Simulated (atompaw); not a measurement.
What one change does to a pseudopotential (Ce (Z = 58), PAW (atompaw))

```
Element                 : Ce
Generator               : atompaw 4.2.0.5
Type                    : PAW
Functional              : PBE
Relativity              : scalar-relativistic
Frozen core             : [Kr] 4d10
Valence charge          : 12
Reference configuration : 4f1 5s2 5p6 5d1 6s1.75 6p0.25
Partial waves           : 5s (bound): rc 2.70 bohr; 6s (bound): rc 3.00 bohr; 5p (bound): rc 3.00 bohr; 6p (bound): rc 3.00 bohr; 5d (bound): rc 3.00 bohr; 5d channel at 0.45 Ry: rc 3.00 bohr; 4f (bound): rc 2.00 bohr; 4f channel at -0.1 Ry: rc 2.00 bohr
Local potential         : bessel scheme, radius 2.70 bohr
Core correction         : smooth core density matched at 2.00 bohr
Augmentation charge     : sinc compensation charge, radius 2.35 bohr; PAW radius 3.00 bohr; waves and projectors: custom polynom2 7 10 vanderbiltortho
```

All-electron outer shells of the reference configuration (PBE, scalar-relativistic, ld1.x):

| shell | level (eV) | outermost node (bohr) | outermost maximum (bohr) |
| --- | --- | --- | --- |
| 4p | -211.35 | 0.33 | 0.62 |
| 4d | -110.78 | 0.31 | 0.66 |
| 5s | -40.88 | 0.75 | 1.37 |
| 5p | -23.51 | 0.81 | 1.55 |
| 4f | -5.67 | – | 0.71 |
| 6s | -3.91 | 1.82 | 3.72 |
| 5d | -3.29 | 0.92 | 2.15 |
| 6p | -1.49 | 2.15 | 4.84 |

Change: wave 5d (bound): rc 3.00 bohr becomes 5d (bound): rc 2.42 bohr.

Cutoffs: the cutoffs (Ry, on a coarse ladder) from which the occupation-weighted sum of valence levels, in a spherical-Bessel basis at the reference potential, stays within 10 and 1 mRy of its value at 400 Ry; they do not see the model core or the augmentation charge, which bear on the density cutoff.

Q: What does the change do?

A: The potential gets neither clearly harder nor softer (25 Ry and 60 Ry → 25 Ry and 60 Ry); the f channel sets the loose cutoff, while the largest relative change is in d, which becomes harder; neither file shows a bound ghost.

```tsv
quantity	base	changed
cutoff, loose	25 Ry	25 Ry
cutoff, tight	60 Ry	60 Ry
loose cutoff by channel (10 mRy a level)	s 8 Ry, p 10 Ry, d 10 Ry, f 21 Ry	s 8 Ry, p 10 Ry, d 15 Ry, f 21 Ry
bound ghosts	none	none
s: phases at 3.01 bohr within 0.05 rad from the reference energy up to (Ry; the scan ends near 5)	-0.1	-0.1
p: phases at 3.01 bohr within 0.05 rad from the reference energy up to (Ry; the scan ends near 5)	1.1	1.1
d: phases at 3.01 bohr within 0.05 rad from the reference energy up to (Ry; the scan ends near 5)	2.4	2.2
f: phases at 3.01 bohr within 0.05 rad from the reference energy up to (Ry; the scan ends near 5)	1.1	1.1
lowest overlap eigenvalue by channel	s 0.61, p 0.83, d 0.89, f 0.99	s 0.61, p 0.83, d 0.11, f 0.99
```

 The cutoffs see the waves, projectors and local potential, not the compensation charge or the core.
